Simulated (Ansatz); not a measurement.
`[PH2][GeH2][SH]` + `N[SiH3]` → `[SiH3]NP` + `[SH][GeH3]`  (cleavage of the P–Ge bond)

Gas-phase electronic energies from Ansatz, PBE0-D4/def2-TZVP geometries. CCSD(T)/CBS is the MP2 limit (def2-TZVPP, def2-QZVPP) plus CCSD(T) − MP2 in def2-TZVPP, frozen cores. This one scheme is used for every species. DFT in def2-TZVPP. B3LYP here is the variant with VWN-RPA as its local correlation; programs differ in this. HSE06 is defined as in plane-wave codes. For Ge outer-core shells are correlated without core-valence functions, which leaves a few kJ/mol of doubt a bond. Scalar relativity is left out up to krypton. One conformer a species, not always the lowest.

```
             level  ΔE (kJ/mol)  difference from CCSD(T)/CBS
       LDA (SPW92)         48.6                          2.1
            PBE-D4         54.1                          7.6
         revPBE-D4         50.9                          4.4
           BLYP-D4         46.0                         -0.5
         r2SCAN-D4         51.2                          4.7
            B97M-V         47.0                          0.5
           PBE0-D4         51.2                          4.7
          B3LYP-D4         44.2                         -2.3
        r2SCANh-D4         50.4                          3.9
      CAM-B3LYP-D4         38.2                         -8.3
           ωB97X-V         40.7                         -5.8
           ωB97M-V         41.9                         -4.6
            B2PLYP         44.6                         -1.9
               PBE         54.4                          7.9
            revPBE         55.8                          9.3
              BLYP         47.5                          1.0
            r2SCAN         51.2                          4.7
              PBE0         51.2                          4.7
             B3LYP         44.6                         -1.9
           r2SCANh         50.3                          3.8
           r2SCAN0         49.0                          2.5
             HSE06         51.4                          4.9
             BHLYP         39.0                         -7.5
         CAM-B3LYP         38.0                         -8.5
           LC-ωPBE         42.2                         -4.3
RPA@PBE/def2-TZVPP         42.0                         -4.5
       HF/def2-SVP         32.6                        -13.9
      MP2/def2-SVP         45.9                         -0.6
     CCSD/def2-SVP         42.2                         -4.3
  CCSD(T)/def2-SVP         43.5                         -3.0
     HF/def2-TZVPP         30.5                        -16.0
    MP2/def2-TZVPP         47.9                          1.4
SCS-MP2/def2-TZVPP         42.0                         -4.5
   CCSD/def2-TZVPP         43.8                         -2.7
CCSD(T)/def2-TZVPP         46.3                         -0.2
     HF/def2-QZVPP         28.5                        -18.0
    MP2/def2-QZVPP         47.3                          0.8
SCS-MP2/def2-QZVPP         41.3                         -5.2
      HF/CBS(def2)         28.2                        -18.3
     MP2/CBS(def2)         48.1                          1.6
       CCSD(T)/CBS         46.5                            0
```

Largest T1 diagnostic among the species: 0.012.

Leaving LDA and LC-ωPBE aside and taking each functional with its dispersion term where it has one, the values spread over 16.0 kJ/mol, from CAM-B3LYP-D4 to PBE-D4. LDA lies −5.8 kJ/mol from PBE without D4. From PBE to PBE0 (25 % exact exchange), in def2-TZVPP and without D4, ΔE moves by −3.2 kJ/mol. In def2-TZVPP, CCSD(T) changes the Hartree–Fock value by +15.8 kJ/mol (the triples alone add +2.5 kJ/mol) and MP2 by +17.3 kJ/mol.
